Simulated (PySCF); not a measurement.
**How methods differ on the ionisation energy of Cu**

Cu [Ar] 3d10 4s1 (2S) → Cu⁺ [Ar] 3d10 (1S), as a difference of total energies. All numbers are calculated (PySCF 2.14, scalar relativity by spin-free X2C-1e, in aug-cc-pwCVTZ-DK with one added diffuse shell each of s, p, d, f, g type (11s10p8d5f4g, 152 functions)). The calculations carry no spin-orbit coupling.

| method | ionisation energy (eV) |
| --- | --- |
| UHF | 6.583 |
| PW91 | 8.446 |
| M06-L | 7.884 |
| revPBE | 8.266 |

For comparison: 7.726 eV (measured; NIST Atomic Spectra Database, ionization energies).
